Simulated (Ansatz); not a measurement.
A run for Ansatz (a program for electronic structure): R-r2SCAN/def2-TZVPPD on H6InN (a complex), monomers drawn apart or pushed together. Elements past Kr take the def2 small-core potentials; no spin–orbit coupling. Files ending in .json are basis or fitting sets from the Basis Set Exchange.

Ansatz 0.2 input:
```yaml
crystal:
  periodic: [false, false, false]
  atoms:
    - {symbol: In, position_ang: [0.64107878, 0.57157907, 0.73561557]}
    - {symbol: H, position_ang: [1.70574326, -0.78813054, 0.51286828]}
    - {symbol: H, position_ang: [-0.75054096, 0.73073186, -0.29877319]}
    - {symbol: H, position_ang: [1.23789058, 1.98049207, 1.56670695]}
    - {symbol: N, position_ang: [-0.43834837, -0.26089479, 2.44485634]}
    - {symbol: H, position_ang: [-1.14803283, 0.38585259, 2.77144600]}
    - {symbol: H, position_ang: [0.19586772, -0.44877714, 3.21366898]}
    - {symbol: H, position_ang: [-0.89526033, -1.13041749, 2.19235876]}
basis:
  gaussian:
    orbitals: def2-TZVPPD.json
hamiltonian:
  xc: {name: r2SCAN}
scf: {lower_state_search: off}
```

The log:

```
WARN ansatz: RAYON_NUM_THREADS=1 ignored (pool sized by the plan → 1); use --threads N
Functional definition: r2SCAN
these checks for a lower state are left out or cut short: stability, starts, cluster_reference, orbital_swaps, neighbouring_geometries, increment
integrals: 0.09 GiB planned
964 factors; their error is unknown
mean field: 0.76 GiB planned
mean field evaluation 1: about -6756.3966 eV, gradient 6.0e1 eV
mean field evaluation 2: about -6747.2844 eV, gradient 8.5e1 eV
mean field evaluation 4: about -6762.9771 eV, gradient 3.0e0 eV
mean field evaluation 8: about -6762.9931 eV, gradient 5.8e-2 eV
mean field evaluation 16: about -6762.9822 eV, gradient 2.8e-5 eV
mean field -6762.98223742 eV, -248.5350131113 hartree, gradient 2.8e-6 eV, S^2 0.000000; 0 other end points of the search recorded, 0 dependent functions left out
reference -6762.98226099 eV, -248.5350139772 hartree; 17, 17 occupied and 178, 178 virtual orbitals, 964 factors
Total energy: -6762.98226099 eV, -248.5350139772 hartree
Checks for a lower state left out: stability, starts, cluster_reference, orbital_swaps, neighbouring_geometries, increment
```

The calculation finished and met its thresholds.

Cost: about 4 core-seconds (a rough figure).
